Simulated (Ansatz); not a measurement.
Cost and result for the atomization energy of C$_{4}$H$_{9}$B (`CCB1CC1`) (14 atoms, 14 bonds).

```xyz
14

C     1.644   -0.918    0.511
C     0.402   -0.324    1.203
B    -0.507    0.261    0.096
C    -0.871    1.415   -0.835
C    -1.566    0.043   -0.983
H     2.196   -0.155   -0.044
H     1.371   -1.708   -0.192
H     2.326   -1.349    1.247
H    -0.101   -1.117    1.765
H     0.725    0.442    1.914
H    -0.189    1.720   -1.625
H    -1.476    2.242   -0.472
H    -1.336   -0.541   -1.870
H    -2.618   -0.012   -0.715
```

Charge 0, multiplicity 1. Geometry: relaxed with PBE0-D4/def2-TZVP. It is one conformer, not always the lowest. Program: Ansatz. All runs use 4 threads of an Arm Neoverse V1 on a shared host. Times are those of one run each, without the atoms' runs, and a repeat can differ threefold. Electronic energies, without spin–orbit coupling; frozen cores. CCSD(T)/CBS adds CCSD(T) − MP2 in def2-TZVPP to the MP2 limit, and its time is that of the two runs behind it. T1 = 0.010. B3LYP takes the VWN-RPA correlation (the form of Gaussian; ORCA's B3LYP/G).

CCSD(T)/CBS is a level of theory with its own doubt, some kJ/mol a heavy atom from the limit and from the frozen cores, so smaller differences don't rank the functionals.

```tsv
level	functions	wall time	atomization (kJ/mol)	difference from CCSD(T)/CBS	per bond
PBE-D4/def2-TZVPP (with forces)	281	2.8 s	5671.3	139.0	9.9
PBE0-D4/def2-TZVPP	281	3 s	5613.0	80.7	5.8
B3LYP-D4/def2-TZVPP (with forces)	281	5 s	5564.7	32.4	2.3
r2SCAN-D4/def2-TZVPP (with forces)	281	5.5 s	5586.0	53.7	3.8
B2PLYP/def2-TZVPP	281	6 s	5507.9	-24.4	-1.7
ωB97X-V/def2-TZVPP	281	8 s	5563.5	31.2	2.2
ωB97M-V/def2-TZVPP (with forces)	281	12 s	5575.7	43.4	3.1
MP2/def2-QZVPP	555	30 s	5554.7	22.4	1.6
CCSD(T)/def2-TZVPP	281	3.5 min	5419.5	-112.8	-8.1
CCSD(T)/CBS(def2)	–	4 min	5532.3	0.0	0.0
```

The D4 term adds +36.3 kJ/mol with B3LYP and +19.3 kJ/mol with PBE0; it sums over pairs of atoms, weighted by their polarisabilities, and B3LYP, whose exchange is more repulsive, gets the larger term. From PBE to PBE0 (25 % exact exchange), in def2-TZVPP and without D4, the atomization energy moves by −54.7 kJ/mol: exact exchange takes away binding that semilocal exchange gives to molecules. In def2-TZVPP, CCSD(T) changes the Hartree–Fock value by +1182.9 kJ/mol (the triples alone add +64.3 kJ/mol) and MP2 by +1252.0 kJ/mol; breaking electron pairs costs correlation energy, which Hartree–Fock lacks.
